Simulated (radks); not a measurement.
Valence configurations of the rhenium ion Re+ (all share [Xe]). Method: scalar-relativistic Kohn-Sham, PBE, spin-polarised, spherical densities, finite nucleus; open shells are filled with parallel spins first (spin-orbit coupling, left out, can overturn this in heavy ions); Fermi nuclear charge, rms radius 5.3698 fm; computed with a radial shooting solver on a logarithmic mesh with Libxc functionals. Energies are relative to 4f14 5d5 6s1; eigenvalues in eV for spin up.

valence               E (eV)  moment (Bohr magnetons)    e(4f)    e(5d)    e(6p)    e(6s)
4f14 5d5 6s1           0.000                        6  -49.762  -14.125        -  -13.571
4f14 5d6               2.963                        4  -47.268  -12.128        -        -
4f14 5d4 6s2           3.355                        4  -52.952  -15.903        -  -14.289
4f14 5d5 6p1           6.156                        6  -51.288  -15.433   -8.243        -
4f14 5d4 6p2          14.203                        6  -55.824  -18.527   -9.621        -
4f14 5d3 6s1 6p2      16.785                        6  -59.061  -20.446  -10.283  -17.440
4f13.5 5d5 6s1.5      20.601                        6  -56.401  -15.795        -  -14.131
4f13.5 5d6 6s0.5      21.519                        5  -53.563  -13.658        -  -13.066
4f13.5 5d5 6s1 6p0.5  22.398                        7  -57.091  -16.499   -8.280  -14.753
4f12.5 5d7 6s0.5      67.263                        5  -64.016  -14.689        -  -13.153

NIST lists [Xe] 4f14 5d5 6s1 as the ground configuration; this level of theory agrees among the configurations tried. The energies are those of spherical high-spin densities, not of single terms.
